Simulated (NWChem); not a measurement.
System: HSeOF; SMILES O[Se]F

NWChem input:

```
start job
memory heap 200 mb stack 900 mb global 1100 mb
geometry units angstroms noautoz
  Se     0.376074     0.024012    -0.025994
  F     -0.589168    -1.487842     0.032639
  O     -0.923896     1.262595     0.096133
  H     -1.261136     1.403597    -0.813614
end
basis spherical
  Se library def2-tzvp
  F library def2-tzvp
  O library def2-tzvp
  H library def2-tzvp
end
dft
  xc hfexch
  iterations 150
  mulliken
end
task dft energy
```

All runs use the structure optimised with PBE-D3(BJ)/def2-SVP.

**Question.** What results follow from this input? (Hartree-Fock/def2-TZVP.) Quantities: energy (Ha); highest occupied level (eV); orbital gap (eV); dipole (D).

**Answer.** 
```
Quantity                        Value
---------------------------  --------
energy (Ha)                  -2574.76
highest occupied level (eV)    -10.13
orbital gap (eV)                12.03
dipole (D)                       2.58
```
